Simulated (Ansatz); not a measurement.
Input file for Ansatz (an electronic-structure program): U-PBE/def2-TZVPP on H3In (SMILES [InH3]), a point of a bond scan (R = 1.384 Å). Elements past Kr take the def2 small-core potentials; no spin–orbit coupling.

Ansatz 0.2 input:
```yaml
crystal:
  periodic: [false, false, false]
  atoms:
    - {symbol: In, position_ang: [-0.00000000, 0.00000000, 0.00000000]}
    - {symbol: H, position_ang: [0.54931888, -0.37950282, 1.21281766]}
    - {symbol: H, position_ang: [-0.39135161, 1.66043977, -0.29090875]}
    - {symbol: H, position_ang: [-0.29529699, -1.18606124, -1.22511332]}
basis:
  gaussian:
    orbitals: def2-TZVPP
hamiltonian:
  xc: {name: PBE}
magnetization: {spin_polarized: true, initial_magnetization: 0}
```

Output:

```
WARN ansatz: RAYON_NUM_THREADS=1 ignored (pool sized by the plan → 1); use --threads N
Functional definition: PBE
integrals: 0.02 GiB planned
565 factors; their error is unknown
mean field: 0.23 GiB planned
mean field evaluation 1: about -5218.8034 eV, gradient 1.6e1 eV
mean field evaluation 2: about -5219.4776 eV, gradient 1.3e1 eV
mean field evaluation 4: about -5220.2035 eV, gradient 2.6e-1 eV
mean field evaluation 8: about -5220.2009 eV, gradient 9.7e-3 eV
mean field -5220.20094930 eV, -191.8388465076 hartree, gradient 3.8e-5 eV, S^2 0.000000; 0 other end points of the search recorded, 0 dependent functions left out
reference -5220.20100389 eV, -191.8388485135 hartree; 12, 12 occupied and 80, 80 virtual orbitals, 565 factors
Total energy: -5220.20100389 eV, -191.8388485135 hartree
```

The calculation finished and met its thresholds.

Cost: about 0.9 core-seconds (a rough figure).
